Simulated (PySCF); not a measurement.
## Spinor energies of As⁺ (arsenic, charge +1)

Start: [Ar] 3d10 4s2 4p2; 4p1/2 filled at m_j = -1/2, +1/2. Calculated with PySCF 2.14 in x2c-QZVPPall-2c (11s10p5d4f1g, 103 functions): generalised Hartree-Fock with the X2C-1e Hamiltonian and a Gaussian nucleus; one run each with spin-orbit coupling (SO) switched off, then screened by Boettger's factors.

```csv
spinor shell,electrons,"ε, spin-free (eV)","ε, screened SO (eV)",weight of nominal j (screened SO),"rms radius, screened SO (bohr)"
1s1/2,2,-11955.0,-11954.7,1.000,0.0524
2s1/2,2,-1582.3,-1582.2,1.000,0.219
2p1/2,2,-1383.7,-1408.9,1.000,0.194
3s1/2,2,-235.25,-235.17,1.000,0.639
3p1/2,2,-171.47,-175.19,0.997,0.659
3p3/2,4,-171.47,-169.59,0.999,0.671
3d3/2,4,-66.311,-66.777,0.981,0.747
3d5/2,6,-66.311,-65.894,0.987,0.749
4s1/2,2,-27.841,-27.814,0.999,2.05
4p1/2,2,-18.368,-18.413,0.571,2.47
```

Task: Where does 2p3/2 lie, and what is the 2p spin-orbit splitting (screened SO)?

Result: At -1371.6 eV, 37.365 eV above 2p1/2.

```tsv
quantity	spin-free	screened SO
E (hartree)	-2258.68622	-2258.78972
M_J	0	0
⟨J²⟩	2.009	1.630
⟨L²⟩	2.007	2.008
⟨S²⟩	2.003	1.986
```

The determinant has a definite M_J but mixes levels of different J.

Each row is a mean over spinors that exchange with the open shell spreads, by up to 5.029 eV (4s1/2).

Rows whose weight is well below 1 are mixtures of j = l ± 1/2: exchange outweighs spin-orbit coupling there, and the label is only the starting occupation.

Without spin-orbit coupling the j labels of p, d and f shells carry no meaning; the spin-free column gives the mean over the occupied spinors of each nl shell.
